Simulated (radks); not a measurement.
The numbers below are computed, except where a source is named.
Species: Ge3+. Configuration: [Ar] 3d10 4s1.

Level of theory: scalar-relativistic Kohn-Sham, PBEsol, spin-polarised, spherical densities, point nucleus; open shells are filled with parallel spins first (a radial shooting solver on a logarithmic mesh with Libxc functionals).

Energy parts (eV):
total: -57013.045
kinetic: 58042.504
electron-nucleus: -136475.693
Hartree: 23518.926
exchange-correlation: -2098.781

Orbitals (lengths in bohr, moments of r in powers of bohr):
| orbital | occ. | eigenvalue (eV) | <r^2> |
|---|---|---|---|
| 1s up | 1 | -10986.67 | 0.002976 |
| 1s down | 1 | -10986.58 | 0.002976 |
| 2s up | 1 | -1404.663 | 0.05210 |
| 2s down | 1 | -1404.629 | 0.05210 |
| 2p up | 3 | -1232.170 | 0.04139 |
| 2p down | 3 | -1232.127 | 0.04139 |
| 3s up | 1 | -202.1616 | 0.4503 |
| 3s down | 1 | -202.0564 | 0.4495 |
| 3p up | 3 | -149.4722 | 0.4932 |
| 3p down | 3 | -149.3353 | 0.4913 |
| 3d up | 5 | -63.2153 | 0.6726 |
| 3d down | 5 | -62.9267 | 0.6587 |
| 4s up | 1 | -41.1970 | 3.828 |
| 4s down | 0 | -39.3527 | 3.827 |

The highest occupied level is 4s up at -41.197 eV. The density falls to 0.001 e/bohr^3 at r = 3.03 bohr. For comparison, the ionisation energy in NIST's Atomic Spectra Database is 45.716 eV (measured). In exact Kohn-Sham theory the highest level is minus the ionisation energy, but local and semilocal functionals leave it too shallow, through self-interaction and a potential that decays too fast; potentials with the right tail come closer.
